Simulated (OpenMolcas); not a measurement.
Os5+: moving or changing the point charges

Os5+ among 6 point charges of -1.7 e arranged as an octahedron (Oh), 1.76 Å from the ion.
```
   1.7600    0.0000    0.0000  -1.70
   0.0000    1.7600    0.0000  -1.70
  -1.7600    0.0000    0.0000  -1.70
   0.0000   -1.7600    0.0000  -1.70
   0.0000    0.0000    1.7600  -1.70
   0.0000    0.0000   -1.7600  -1.70
```

| Item | Value |
| --- | --- |
| Program | OpenMolcas |
| Method | CASSCF |
| Basis | ANO-RCC-VDZP [7s6p4d2f1g] |
| Scalar Hamiltonian | DKH2, point nucleus |
| Active space | 3 electrons in 5 orbitals (5d) |
| State averaging | 2S+1 = 4 even, 10 roots; 2S+1 = 2 even, 40 roots |
| Spin-orbit coupling | RASSI with atomic mean-field integrals over the reference wave functions |

Runs around this geometry, states (labels of O, the rotations of Oh). Energies in cm-1 above the lowest state or level, χT in cm3 K/mol; 10Dq and B are least-squares fits to the states below 45000 cm-1, weighted by degeneracy, with a free offset, and given where the rms deviation is under 5 % of |10Dq| (or 100 cm-1) and under 700 cm-1.

| R (Å) | q (e) | Ground state | First state of that spin | 10Dq | B (rms of fit) | First gap with spin-orbit (degeneracies) | χT at 300 K | First state of another spin |
| --- | --- | --- | --- | --- | --- | --- | --- | --- |
| 1.91 | -1.36 | 4A2 | 4T2 8154 | 8372 | 891 (83) | 8314 (4, 4) | 0.176 | 2E 16850 |
| 1.76 | -1.7 | 4A2 | 4T2 14998 | 15205 | 895 (145) | 11509 (4, 4) | 0.465 | 2E 16950 |
| 2.07 | -1.7 | 4A2 | 4T2 6911 | 7112 | 895 (75) | 7818 (4, 4) | 0.145 | 2E 16789 |

Taking |10Dq| as R^-n, n = -ln(7112 / 15205) / ln(2.07 / 1.76) = 4.7 between the shortest and longest distance. The point-charge formula for a cubic d site gives n = 5.

Without dynamic correlation the repulsion within the d shell is too large (B by tens of per cent), so at a given field states of lower spin stand too high. Spin-orbit coupling mixes the spin-free states strongly: the lowest level takes only 50 % from its leading state, 4A2 (figures for R = 1.91, q = -1.36; the like holds for R = 2.07, q = -1.7). This field is weak: 10Dq is about 8372 cm-1, while octahedral complexes of 5d ions of charge 3 and more, computed by the same method with explicit ligands, had a median near 35000 cm-1. Ground spin and moment need not be those of a real site (figures for R = 1.91, q = -1.36; the like holds for R = 1.76, q = -1.7, R = 2.07, q = -1.7). This is an electrostatic model: the charges have no orbitals. No measured value stands beside these numbers.
